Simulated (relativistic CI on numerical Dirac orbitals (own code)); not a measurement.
## Crystal-field levels of Tm³⁺, 4f12

Calculated by Dirac-Coulomb-Breit CI, orbitals from a KLI potential per configuration, a model potential for QED, valence Slater integrals scaled by 0.85, one configuration in a parametric crystal field (own radial code).

Field parameters in Wybourne normalisation; cubic f-shell fields have B⁴₄ = √(5/14) B⁴₀ and B⁶₄ = −√(7/2) B⁶₀. The field is a parameter set, without covalency.

S and J are read from ⟨S²⟩ = S(S + 1) and ⟨J²⟩ = J(J + 1) of each level; they are not fictitious spins.

Oh, B40 = 1800, B60 = 490 cm⁻¹, the lowest 16 levels:

| E (cm⁻¹) | Degeneracy | Irrep | S | J |
| --- | --- | --- | --- | --- |
| 0.0 | 1 | A1 | 0.99 | 5.99 |
| 97.9 | 3 | T1 | 0.99 | 5.99 |
| 186 | 3 | T2 | 0.99 | 6.00 |
| 258 | 1 | A2 | 0.99 | 6.00 |
| 613 | 3 | T2 | 0.99 | 6.00 |
| 638 | 2 | E | 0.99 | 6.00 |
| 5694 | 3 | T2 | 0.73 | 4.00 |
| 6158 | 1 | A1 | 0.74 | 4.01 |
| 6160 | 3 | T1 | 0.76 | 4.02 |
| 6186 | 2 | E | 0.76 | 4.01 |
| 8262 | 3 | T1 | 1.00 | 4.99 |
| 8306 | 2 | E | 1.00 | 4.98 |
| 8479 | 3 | T2 | 1.00 | 5.00 |
| 8685 | 3 | T1 | 1.00 | 5.00 |
| 12663 | 2 | E | 0.93 | 4.00 |
| 12700 | 3 | T2 | 0.93 | 3.98 |

D3h, B20 = -100, B40 = -710, B60 = 140, B66 = 30 cm⁻¹, the lowest 10 levels:

```csv
E (cm⁻¹),Degeneracy,S,J
0.0,1,0.99,6.00
0.1,1,0.99,6.00
87.7,1,0.99,6.00
96.7,2,0.99,6.00
123,2,0.99,6.00
158,1,0.99,6.00
167,1,0.99,6.00
185,2,0.99,6.00
200,2,0.99,6.00
5717,1,0.74,4.00
```

D3h, B20 = 720, B40 = 220, B60 = 90, B66 = -180 cm⁻¹, the lowest 10 levels:

```
E (cm⁻¹)  Degeneracy     S     J
     0.0           1  0.99  6.00
     0.5           2  0.99  6.00
     6.5           2  0.99  6.00
    18.5           1  0.99  6.00
    74.4           1  0.99  6.00
     127           2  0.99  6.00
     245           2  0.99  6.00
     390           1  0.99  6.00
     391           1  0.99  6.00
    5745           1  0.74  4.00
```

The next free-ion level lies 5680 cm⁻¹ above the lowest; the field splits the ground level into components whose J stays near 6 as long as their spread is small against that gap.

Levels of this model without a field, named by their leading LS term: ³H6 0, ³F4 5680, ³H5 8106, ³H4 12483, ³F3 14903, ³F2 15749, ¹G4 20479, ¹D2 29688 cm⁻¹.
